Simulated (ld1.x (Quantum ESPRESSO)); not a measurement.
# Pseudopotential generation for Cd: TM, PW91, scalar-relativistic.

The input file (ld1.x (Quantum ESPRESSO) 7.5):

```
&input
   title='Cd', zed=48., rel=1, dft='PW91', iswitch=3,
   config='[Kr] 4d10 5s1 5p1 5d-2',
   nld=3, rlderiv=3.40, eminld=-3.0, emaxld=5.0, deld=0.02
 /
 &inputp
   pseudotype=2, tm=.true., lloc=-1, rcloc=2.45,
   nlcc=.true., new_core_ps=.true., rcore=1.45,
   file_pseudopw='Cd.UPF', file_wfcaegen='ae.wfc', file_wfcncgen='nc.wfc', file_beta='beta', file_chi='chi'
 /
3
5S  1  0   1.00   0.00  2.10  2.10  0.0
5P  2  1   1.00   0.00  3.15  3.15  0.0
5D  3  2  -2.00  -0.05  2.75  2.75  0.0
 &test
   configts(1)='5s1 5p1'
 /
```

Command:

```bash
ld1.x < Cd.in > Cd.out
```

Resulting log (shortened: banner, matrices, multipoles, cross overlaps and the repeated all-electron block are left out):

```
Program LD1 v.7.5
     --------------------------- All-electron run ----------------------------

     Cd
     scalar relativistic calculation

     atomic number is 48.00
     dft =PW91   lsd =0 sic =0 latt =0  beta=0.20 tr2=1.0E-14
     Exchange-correlation= PW91
                           (   1   4   2   2   0   0   0)
     mesh =1239 r(mesh) =  99.86297 a.u. xmin = -7.00 dx = 0.01250
     1 Ry =  13.60569312 eV, c = 137.03599908

     n l     nl                  e(Ry)          e(Ha)          e(eV)
     1 0     1S 1( 2.00)     -1950.0017      -975.0009    -26531.1254
     2 0     2S 1( 2.00)      -289.6269      -144.8135     -3940.5754
     2 1     2P 1( 6.00)      -259.9152      -129.9576     -3536.3266
     3 0     3S 1( 2.00)       -54.0936       -27.0468      -735.9812
     3 1     3P 1( 6.00)       -44.3471       -22.1736      -603.3734
     4 0     4S 1( 2.00)        -7.9339        -3.9669      -107.9462
     4 1     4P 1( 6.00)        -5.0715        -2.5357       -69.0010
     3 2     3D 1(10.00)       -29.0873       -14.5436      -395.7527
     4 2     4D 1(10.00)        -1.0076        -0.5038       -13.7085
     5 0     5S 1( 1.00)        -0.5142        -0.2571        -6.9958
     5 1     5P 1( 1.00)        -0.1545        -0.0773        -2.1026

     final scf error:  7.5E-15 reached in  28 iterations

     Etot =  -11190.680462 Ry,   -5595.340231 Ha, -152256.964205 eV

     Ekin =   11644.768613 Ry,    5822.384307 Ha,  158435.148239 eV
     Encl =  -27049.155842 Ry,  -13524.577921 Ha, -368022.513622 eV
     Eh   =    4523.899216 Ry,    2261.949608 Ha,   61550.784447 eV
     Exc  =    -310.192449 Ry,    -155.096224 Ha,   -4220.383270 eV

     normalization and overlap integrals

     s(1S/1S) =  1.000000  <r> =   0.0304  <r2> =    0.0012  r(max) =   0.0196
     s(2S/2S) =  1.000000  <r> =   0.1317  <r2> =    0.0204  r(max) =   0.1112
     s(2P/2P) =  1.000000  <r> =   0.1148  <r2> =    0.0161  r(max) =   0.0888
     s(3S/3S) =  1.000000  <r> =   0.3584  <r2> =    0.1469  r(max) =   0.3259
     s(3P/3P) =  1.000000  <r> =   0.3571  <r2> =    0.1481  r(max) =   0.3178
     s(4S/4S) =  1.000000  <r> =   0.8789  <r2> =    0.8754  r(max) =   0.7916
     s(4P/4P) =  1.000000  <r> =   0.9599  <r2> =    1.0560  r(max) =   0.8427
     s(3D/3D) =  1.000000  <r> =   0.3347  <r2> =    0.1333  r(max) =   0.2668
     s(4D/4D) =  1.000000  <r> =   1.2799  <r2> =    1.9937  r(max) =   0.9790
     s(5S/5S) =  1.000000  <r> =   2.8019  <r2> =    9.0611  r(max) =   2.2906
     s(5P/5P) =  1.000000  <r> =   4.1726  <r2> =   20.8603  r(max) =   3.1308

     ------------------------ End of All-electron run ------------------------

     --------------------- Generating NC pseudopotential ---------------------

      Generating local potential from pseudized AE potential:
      Matching radius rcloc =   2.4500

      Local pseudo, rcloc= 2.469 Estimated cut-off energy=     4.05 Ry

      Computing core charge for nlcc:

       r > 1.46 : true rho core
      Core charge pseudized with two Bessel functions
      Integrated core pseudo-charge :  21.11

      Wfc   5S  rcut= 2.125  Using Troullier-Martins method

      Wfc   5P  rcut= 3.170  Using Troullier-Martins method

      Wfc   5D  rcut= 2.729  Using Troullier-Martins method

     ------------------- End of pseudopotential generation -------------------

     Computing logarithmic derivative in   3.39590
     Computing logarithmic derivative in   3.39590
     Computing the partial wave expansion
     R is outside the sphere for l=    0 j= 0.00
     R is outside the sphere for l=    1 j= 0.00
     R is outside the sphere for l=    2 j= 0.00

     ---------------------- Testing the pseudopotential ----------------------

     Cd
     scalar relativistic calculation

     atomic number is 48.00   valence charge is  2.00
     dft =PW91   lsd =0 sic =0 latt =0  beta=0.20 tr2=1.0E-14
     mesh =1239 r(mesh) =  99.86297 xmin = -7.00 dx = 0.01250

     n l     nl             e AE (Ry)        e PS (Ry)    De AE-PS (Ry)
     1 0     5S   1( 1.00)       -0.51418       -0.51418        0.00000
     2 1     5P   1( 1.00)       -0.15454       -0.15454        0.00000

     eps = 3.6E-15  iter =  3

     Etot =  -11190.680462 Ry,   -5595.340231 Ha, -152256.964205 eV
     Etotps =   -40.401508 Ry,     -20.200754 Ha,    -549.690522 eV

     Ekin =       0.696567 Ry,       0.348283 Ha,       9.477272 eV
     Encl =      -2.841687 Ry,      -1.420843 Ha,     -38.663119 eV
     Ehrt =       1.051555 Ry,       0.525777 Ha,      14.307132 eV
     Ecxc =     -39.745982 Ry,     -19.872991 Ha,    -540.771640 eV
     (Ecc =     -38.768125 Ry,     -19.384062 Ha,    -527.467211 eV)
     Epseu=       0.438040 Ry,       0.219020 Ha,       5.959832 eV

     ---------------------- End of pseudopotential test ----------------------
```

Note: ghost state, extra bound levels that the all-electron valence spectrum of the same l lacks: d at -48.6 eV. A true bound ghost makes a file unfit for plane-wave use.

Generation and configuration tests took about 1.3 s on one core of a shared server CPU.

Transferability test of the new file with ld1.x, input:

```
&input
   title='Cd', zed=48., rel=1, dft='PW91', iswitch=2,
   config='[Kr] 4d10 5s1 5p1 5d-2'
 /
 &test
   file_pseudo='Cd.UPF', nconf=6,
   configts(1)='5s1 5p1',
   configts(2)='5s2 5p0',
   configts(3)='5s1 5p0',
   configts(4)='5s1.5 5p0',
   configts(5)='5s0 5p2',
   configts(6)='5s0 5p1'
 /
```

```bash
ld1.x < Cd.test.in > Cd.test.out
```

Pseudopotential blocks of its output, shortened (energy terms left out):

```
     ---------------------- Testing the pseudopotential ----------------------

     n l     nl             e AE (Ry)        e PS (Ry)    De AE-PS (Ry)
     1 0     5S   1( 1.00)       -0.51418       -0.51418        0.00000
     2 1     5P   1( 1.00)       -0.15454       -0.15454        0.00000

     eps = 1.2E-15  iter =  3

     Etot =  -11190.680462 Ry,   -5595.340231 Ha, -152256.964205 eV
     Etotps =   -40.401508 Ry,     -20.200754 Ha,    -549.690520 eV

     ---------------------- End of pseudopotential test ----------------------

          ---------------------- Testing the pseudopotential ----------------------

     n l     nl             e AE (Ry)        e PS (Ry)    De AE-PS (Ry)
     1 0     5S   1( 2.00)       -0.42094       -0.41441       -0.00652  !
     2 1     5P   1( 0.00)       -0.09109       -0.08923       -0.00186

     eps = 3.2E-15  iter = 10

     Etot =  -11191.025857 Ry,   -5595.512929 Ha, -152261.663544 eV
     Etotps =   -40.744686 Ry,     -20.372343 Ha,    -554.359692 eV
     dEtot_ae =      -0.345395 Ry
     dEtot_ps =      -0.343178 Ry,   Delta E=      -0.002217 Ry

     ---------------------- End of pseudopotential test ----------------------

          ---------------------- Testing the pseudopotential ----------------------

     n l     nl             e AE (Ry)        e PS (Ry)    De AE-PS (Ry)
     1 0     5S   1( 1.00)       -0.96517       -0.97455        0.00938  !
     2 1     5P   1( 0.00)       -0.54696       -0.55295        0.00599  !

     eps = 4.0E-15  iter =  7

     Etot =  -11190.338997 Ry,   -5595.169498 Ha, -152252.318330 eV
     Etotps =   -40.057880 Ry,     -20.028940 Ha,    -545.015217 eV
     dEtot_ae =       0.341466 Ry
     dEtot_ps =       0.343628 Ry,   Delta E=      -0.002163 Ry

     ---------------------- End of pseudopotential test ----------------------

          ---------------------- Testing the pseudopotential ----------------------

     n l     nl             e AE (Ry)        e PS (Ry)    De AE-PS (Ry)
     1 0     5S   1( 1.50)       -0.68398       -0.68299       -0.00099
     2 1     5P   1( 0.00)       -0.30634       -0.30616       -0.00018

     eps = 2.6E-15  iter =  7

     Etot =  -11190.750520 Ry,   -5595.375260 Ha, -152257.917388 eV
     Etotps =   -40.471375 Ry,     -20.235688 Ha,    -550.641109 eV
     dEtot_ae =      -0.070058 Ry
     dEtot_ps =      -0.069867 Ry,   Delta E=      -0.000191 Ry

     ---------------------- End of pseudopotential test ----------------------

          ---------------------- Testing the pseudopotential ----------------------

     n l     nl             e AE (Ry)        e PS (Ry)    De AE-PS (Ry)
     1 0     5S   1( 0.00)       -0.58772       -0.59344        0.00572  !
     2 1     5P   1( 2.00)       -0.20711       -0.20864        0.00153

     eps = 7.9E-16  iter = 12

     Etot =  -11190.310047 Ry,   -5595.155023 Ha, -152251.924450 eV
     Etotps =   -40.028904 Ry,     -20.014452 Ha,    -544.620985 eV
     dEtot_ae =       0.370415 Ry
     dEtot_ps =       0.372604 Ry,   Delta E=      -0.002189 Ry

     ---------------------- End of pseudopotential test ----------------------

          ---------------------- Testing the pseudopotential ----------------------

     n l     nl             e AE (Ry)        e PS (Ry)    De AE-PS (Ry)
     1 0     5S   1( 0.00)       -1.03909       -1.05612        0.01703  !
     2 1     5P   1( 1.00)       -0.60389       -0.61421        0.01032  !

     eps = 6.2E-15  iter =  9

     Etot =  -11189.911753 Ry,   -5594.955876 Ha, -152246.505379 eV
     Etotps =   -39.625593 Ry,     -19.812797 Ha,    -539.133664 eV
     dEtot_ae =       0.768710 Ry
     dEtot_ps =       0.775915 Ry,   Delta E=      -0.007205 Ry

     ---------------------- End of pseudopotential test ----------------------
```
